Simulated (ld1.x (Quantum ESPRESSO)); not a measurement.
**magnesium, TM: configuration errors across variants**

- Element: Mg (Z = 12)
- Generator: ld1.x (Quantum ESPRESSO) 7.5
- Type: norm-conserving Troullier–Martins (Kleinman–Bylander form)
- Functional: PBE
- Relativity: scalar-relativistic
- Frozen core: [Ne]
- Valence charge: 2
- Reference configuration: 3s2 3p0
- Partial waves: 3s (bound): rc 1.95 bohr; 3p (bound, empty): rc 2.70 bohr; 3d channel at 0.5 Ry: rc 2.25 bohr
- Local potential: the d channel
- Core correction: Bessel-smoothed model core, default radius (core density twice the valence density)

All-electron excitation energies from the reference (eV): (1) 3s1 3p0 7.960; (2) 3s1.5 3p0 3.144; (3) 3s1 3p1 3.491; (4) 3s0 3p1 12.328; (5) 3s0 3p2 7.183.

The default core radius of the base comes out at 1.57 bohr.

5 further variants failed, have other tests or another functional or relativity, and are left out.

Errors AE − PS in meV (a dash: test not solved or not reliable):

```csv
change,(1),(2),(3),(4),(5),bound ghosts
base,+3.4,+0.8,-1.1,-0.8,-6.4,none
"all radii but the core radius scaled by about 0.82 (s 1.60, p 2.22, d 1.86 bohr)",+8.5,+2.0,-0.1,-1.9,-7.4,none
core correction Bessel-smoothed model core inside 0.72 bohr,+2.7,+0.7,-1.5,-3.7,-8.5,none
wave 3p (bound): rc 2.70 bohr becomes 3p (bound): rc 3.62 bohr,+3.4,+0.8,-0.1,+4.6,-1.6,none
wave 3d channel at 0.5 Ry: rc 2.25 bohr becomes 3d channel at -0.11 Ry: rc 2.25 bohr,+3.4,+0.8,-1.1,-0.9,-6.4,none
wave 3s (bound): rc 1.95 bohr becomes 3s (bound): rc 2.90 bohr,+0.8,+0.6,-5.9,-30,-32,none
wave 3d channel at 0.5 Ry: rc 2.25 bohr becomes 3d channel at 0.5 Ry: rc 1.54 bohr,+24,+4.5,+2.3,+1.5,-5.4,none
```

Give the same row for: wave 3d channel at 0.5 Ry: rc 2.25 bohr becomes 3d channel at 0.5 Ry: rc 2.22 bohr.

+3.6, +0.9, -1.0, -0.6, -6.3; bound ghosts: none.
